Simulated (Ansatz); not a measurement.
`[F][Ga]([SH])[Cl]` + H₂ → `[SH][GaH][Cl]` + H–F at 700 K and 1 bar (hydrogenolysis of a Ga–F bond).

Computed with Ansatz on PBE0-D4/def2-TZVP structures; ΔE is electronic, products minus reactants. CCSD(T)/CBS adds triple-zeta CCSD(T) − MP2 to the extrapolated MP2 energy (def2 sets, frozen cores). This one scheme is used for every species. For Ga outer-core shells are correlated without core-valence functions, which leaves a few kJ/mol of doubt a bond. Scalar relativity is left out up to krypton. One conformer a species, not always the lowest.

| species | CCSD(T)/CBS energy (Eh) | H − E (kJ/mol) | S (J/(mol·K)) |
| --- | --- | --- | --- |
| `[F][Ga]([SH])[Cl]` | -2882.02312 | 89.2 | 416.7 |
| H₂ | -1.17544 | 46.8 | 155.3 |
| `[SH][GaH][Cl]` | -2782.78263 | 96.0 | 385.1 |
| H–F | -100.39570 | 45.2 | 198.5 |

H − E and S are ideal-gas, rigid-rotor, harmonic terms from PBE0-D4/def2-TZVP, for one conformer and one mirror image of each species. The MP2-based limit puts H₂ 0.8 mEh under its directly extrapolated value; such offsets cancel only in part. 1 Eh = 2625.50 kJ/mol, R = 8.31446 J/(mol·K).

Problem. By hand: ΔE, ΔH, ΔS and ΔG.

Solution. ΔE = (-2782.78263) + (-100.39570) − (-2882.02312) − (-1.17544) = 0.02023 Eh = 53.1 kJ/mol. Δ(H − E) = 96.0 + 45.2 − 89.2 − 46.8 = 5.2, so ΔH = 58.3 kJ/mol. ΔS = 385.1 + 198.5 − 416.7 − 155.3 = 11.6 J/(mol·K). ΔG = 58.3 − 700 × (11.6)/1000 = 50.2 kJ/mol.

Problem. By hand: the equilibrium constant, and the temperature at which ΔG would vanish if ΔH and ΔS stayed fixed.

Solution. log₁₀ K = −ΔG/(RT ln 10) = -3.7. ΔG = 0 at ΔH/ΔS = 5026 K, far beyond where these terms or the molecules hold.

The number of gas molecules stays the same, so ΔS is small and ΔH decides. A doubt of 5 kJ/mol in ΔE shifts log₁₀ K by 0.4 here. Other conformers and mirror images would add mixing entropy, several J/(mol·K) or more a flexible species. These are equilibria of isolated gas molecules and say nothing of rates. Largest T1 diagnostic: 0.013 (customary marks: 0.02 for closed shells, 0.045 for open ones).
